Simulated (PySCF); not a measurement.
Bonding in `CCO[C@@H](C)C[SiH](F)F`

C5H12F2OSi.
SMILES with atom numbers: `[CH3:1][CH2:2][O:3][C@@H:4]([CH3:5])[CH2:6][SiH:7]([F:8])[F:9]` (hydrogens: H10, H11, H12 on C1; H13, H14 on C2; H15 on C4; H16, H17, H18 on C5; H19, H20 on C6; H21 on Si7)

Geometry (GFN2-xTB, Å), atoms numbered from 1 in this order:
```
atom  x, y, z in Å
C1    -2.4833   -1.0376   -0.3363
C2    -1.6090    0.2053   -0.3484
O3    -0.3803   -0.1107    0.2683
C4     0.6373    0.8827    0.2003
C5     0.5067    1.9148    1.3149
C6     1.9328    0.0769    0.2666
Si7    1.5056   -1.5958   -0.5114
F8     2.8916   -2.3041   -0.9308
F9     0.8569   -1.3876   -1.9630
H10   -2.6381   -1.3712    0.6860
H11   -1.9950   -1.8319   -0.8936
H12   -3.4454   -0.8181   -0.7904
H13   -1.4296    0.5326   -1.3832
H14   -2.1030    1.0248    0.1930
H15    0.5708    1.3849   -0.7770
H16   -0.4197    2.4767    1.2192
H17    1.3404    2.6101    1.2691
H18    0.5139    1.4146    2.2806
H19    2.2337   -0.0526    1.3052
H20    2.7451    0.5927   -0.2432
H21    0.7596   -2.5895    0.2152
```

Bond orders from the PBE0/pcSseg-1 density (PySCF). One conformer (not necessarily the lowest) at the GFN2-xTB geometry, without solvent, vibrations or thermal averaging.

(1) Where do the orders between heavy atoms depart from those drawn in the SMILES?

(2) Set the Mayer orders of the bonds beside their lengths.

Answers

(1) The largest departure is 0.148, at O3–C4 (drawn single, 0.852). Drawn single, order below 0.88: C2–O3 (0.879) and O3–C4 (0.852).

(2) 
```tsv
bond	drawn as	length (Å)	Mayer order
C1–C2	single	1.520	1.075
C2–O3	single	1.411	0.879
O3–C4	single	1.424	0.852
C4–C5	single	1.525	1.050
C4–C6	single	1.527	0.997
C6–Si7	single	1.894	0.884
Si7–F8	single	1.612	0.924
Si7–F9	single	1.604	0.902
C1–H10	single	1.086	0.963
C1–H11	single	1.086	0.962
C1–H12	single	1.086	0.961
C2–H13	single	1.100	0.941
C2–H14	single	1.099	0.946
C4–H15	single	1.101	0.933
C5–H16	single	1.088	0.958
C5–H17	single	1.087	0.960
C5–H18	single	1.088	0.955
C6–H19	single	1.089	0.942
C6–H20	single	1.089	0.946
Si7–H21	single	1.439	0.913
```

By pair of heavy elements: C–C: lowest C4–C6 (0.997, 1.527 Å), highest C1–C2 (1.075, 1.520 Å). C–O: lowest O3–C4 (0.852, 1.424 Å), highest C2–O3 (0.879, 1.411 Å). F–Si: lowest Si7–F9 (0.902, 1.604 Å), highest Si7–F8 (0.924, 1.612 Å); in 1 of the 1 pairs the longer bond (by over 0.003 Å) has the higher order (by 0.02 or more).

Sum the orders of all bonds at each heavy atom with more than one neighbour and set the sums beside the valence in the SMILES.

C1 3.961 (drawn 4), C2 3.841 (drawn 4), O3 1.731 (drawn 2), C4 3.832 (drawn 4), C5 3.923 (drawn 4), C6 3.769 (drawn 4), Si7 3.623 (drawn 4). Orders between atoms that aren't bonded are not in these sums.

Mayer orders depend on the basis set.

The run behind these numbers computed NMR shieldings as well. On an Arm Neoverse V1 with one thread, shared host, this took 70 s (grids of density and orbitals included) and 1.1 GiB of memory at its peak.
